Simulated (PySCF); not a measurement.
## In: ionisation energy

In [Kr] 4d10 5s2 5p1 [5p1/2^1, M_J = 1/2] → In⁺ [Kr] 4d10 5s2, as a difference of total energies. All numbers are calculated (PySCF 2.14, the two-component X2C-1e Hamiltonian, in x2c-TZVPall-2c (8s9p5d2f, 74 functions)). Correlated levels: [Ar] 3d10 frozen; the 6 highest virtual spinors dropped. "Screened" scales the spin-orbit matrix elements by Boettger's factors to mimic the two-electron term; Breit and QED terms are absent.

```csv
method,ionisation energy (eV)
GHF (spin-free),5.222
GMP2 (spin-free),5.424
GHF (screened spin-orbit),5.402
GMP2 (screened spin-orbit),5.613
```

The spin-free rows lack the spin-orbit shift.

Errors of the correlated levels include the incompleteness of this basis and the frozen core.

Question: Which method comes closest to the reference value, and which is furthest?

Answer: The reference is 5.786 eV (measured; NIST Atomic Spectra Database, ionization energies). Closest: GMP2 (screened spin-orbit) (error -0.173 eV); furthest: GHF (spin-free) (error -0.564 eV).
